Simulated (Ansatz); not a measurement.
Consider the redistribution: `[OH][Ge][O][SiH3]` + `S[Si](Cl)(Cl)Cl` → `[OH][Ge][SH]` + `[SiH3]O[Si](Cl)(Cl)Cl`.

Isolated molecules relaxed with PBE0-D4/def2-TZVP in Ansatz; ΔE leaves out vibrations. CCSD(T)/CBS adds triple-zeta CCSD(T) − MP2 to the extrapolated MP2 energy (def2 sets, frozen cores). DFT in def2-TZVPP. For Ge outer-core shells are correlated without core-valence functions, which leaves a few kJ/mol of doubt a bond. Scalar relativity is left out up to krypton. One conformer a species, not always the lowest.

Task: Is it downhill or uphill in electronic energy at CCSD(T)/CBS, and by how much? (Estimate.)

Result: Ansatz gave: Downhill: ΔE = -60.0 kJ/mol.

Task: What do these levels give: r2SCAN-D4, ωB97M-V, r2SCAN, CCSD/def2-TZVPP, MP2/CBS(def2), CCSD/CBS(def2)? (Best estimate.)

Result: Ansatz gave: r2SCAN-D4 -61.7, ωB97M-V -57.6, r2SCAN -61.3, CCSD/def2-TZVPP -62.1, MP2/CBS(def2) -55.5, CCSD/CBS(def2) -62.7 kJ/mol.

Largest T1 diagnostic among the species: 0.015.

From PBE to PBE0 (25 % exact exchange), in def2-TZVPP and without D4, ΔE moves by −5.6 kJ/mol. In def2-TZVPP, CCSD(T) changes the Hartree–Fock value by +16.2 kJ/mol (the triples alone add +2.7 kJ/mol) and MP2 by +20.8 kJ/mol.
